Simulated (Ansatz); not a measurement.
The same path of C$_{2}$H$_{11}$NOSi$_{2}$ (17 atoms, charge 0, multiplicity 1) was run 3 times with different band settings. The coordinate that changes most is the height of N1 over the plane of its neighbours.

Theory: RKS PBE0-D4/6-31G* in Ansatz 0.2.0.

Relaxed end points:

```xyz
17
Properties=species:S:1:pos:R:3
N 1.976 -0.715 -1.705
C 2.188 -0.278 -0.318
Si 0.655 -0.448 0.789
C -0.727 0.679 0.123
O -0.877 0.383 -1.279
Si -2.373 0.442 1.036
H 1.782 -1.714 -1.715
H 1.130 -0.272 -2.060
H 3.033 -0.838 0.103
H 2.515 0.770 -0.331
H 0.177 -1.862 0.773
H 0.886 -0.039 2.211
H -0.379 1.717 0.268
H -1.516 1.007 -1.650
H -3.429 1.220 0.318
H -2.773 -0.991 1.039
H -2.286 0.937 2.440
```

```xyz
17
Properties=species:S:1:pos:R:3
N 2.026 0.393 -1.325
C 2.001 -0.738 -0.396
Si 0.667 -0.386 0.901
C -0.797 0.459 0.027
O -0.976 -0.228 -1.227
Si -2.390 0.435 1.052
H 1.161 0.376 -1.860
H 2.785 0.283 -1.992
H 1.828 -1.723 -0.863
H 2.968 -0.801 0.118
H 0.221 -1.647 1.567
H 1.150 0.550 1.958
H -0.479 1.502 -0.143
H -1.680 0.223 -1.715
H -3.500 1.009 0.230
H -2.763 -0.959 1.415
H -2.241 1.251 2.292
```

Common settings: spring 5.0 eV/Å²; optimiser quadratic models (default); force threshold 0.05 eV/Å; end points relaxed.

| run | movable images | climbing image | start path | iteration limit |
| --- | --- | --- | --- | --- |
| 1 | 5 | yes | through a guess of the saddle point | 51 |
| 2 | 4 | no | through a guess of the saddle point | 57 |
| 3 | 5 | yes | straight line | 54 |

Problem. What does each run give, and how far can it be trusted?

Solution. Run 1: converged after 22 iterations, highest image 0.142 eV above the first end. A vibrational analysis at the climbing image gives one clearly imaginary mode, 235i cm⁻¹: a first-order saddle point.
Run 2: converged after 12 iterations, highest image 0.098 eV above the first end. No image climbed, so the highest image needn't sit at the top of the path.
Run 3: converged after 21 iterations, highest image 0.142 eV above the first end. Another band between the same ends (5 images) ends at a top of the same energy, where a vibrational analysis finds 1 clearly imaginary mode.
